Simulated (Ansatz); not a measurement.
`N[SiH2][SnH3]` + HCl → `Cl[SiH2][SnH3]` + NH₃ at 298.15 K and 1 bar (ligand exchange at the Si–N bond).

Calculated with Ansatz (gas phase, PBE0-D4/def2-TZVP geometries, no zero-point term in ΔE). CBS: MP2 limit from def2 TZ/QZ plus the TZ coupled-cluster correction, frozen cores. This one scheme is used for every species. def2 core potentials past Kr. For Sn outer-core shells are correlated without core-valence functions, which leaves a few kJ/mol of doubt a bond. One conformer a species, not always the lowest.

```tsv
species	CCSD(T)/CBS energy (Eh)	H − E (kJ/mol)	S (J/(mol·K))
`N[SiH2][SnH3]`	-562.02294	187.1	354.0
HCl	-460.38127	26.6	186.8
`Cl[SiH2][SnH3]`	-965.91563	121.6	350.5
NH₃	-56.50880	100.5	192.4
```

H − E and S are ideal-gas, rigid-rotor, harmonic terms from PBE0-D4/def2-TZVP, for one conformer and one mirror image of each species. 1 Eh = 2625.50 kJ/mol, R = 8.31446 J/(mol·K).

**Question.** By hand: ΔE, ΔH, ΔS and ΔG.

**Answer.** ΔE = (-965.91563) + (-56.50880) − (-562.02294) − (-460.38127) = -0.02022 Eh = -53.1 kJ/mol. Δ(H − E) = 121.6 + 100.5 − 187.1 − 26.6 = 8.4, so ΔH = -44.7 kJ/mol. ΔS = 350.5 + 192.4 − 354.0 − 186.8 = 2.1 J/(mol·K). ΔG = -44.7 − 298.15 × (2.1)/1000 = -45.3 kJ/mol.

**Question.** By hand: the equilibrium constant, and the temperature at which ΔG would vanish if ΔH and ΔS stayed fixed.

**Answer.** log₁₀ K = −ΔG/(RT ln 10) = 7.9. ΔH and −TΔS have one sign here, so there is no such temperature.

The number of gas molecules stays the same, so ΔS is small and ΔH decides. A doubt of 5 kJ/mol in ΔE shifts log₁₀ K by 0.9 here. Other conformers and mirror images would add mixing entropy, several J/(mol·K) or more a flexible species. Modes under 60 cm⁻¹, often nearly free rotors, make the harmonic entropy too high. These are equilibria of isolated gas molecules and say nothing of rates. Largest T1 diagnostic: 0.012 (customary marks: 0.02 for closed shells, 0.045 for open ones).

ΔS is within the doubt of such terms, so its sign, and with it that verdict, could turn.
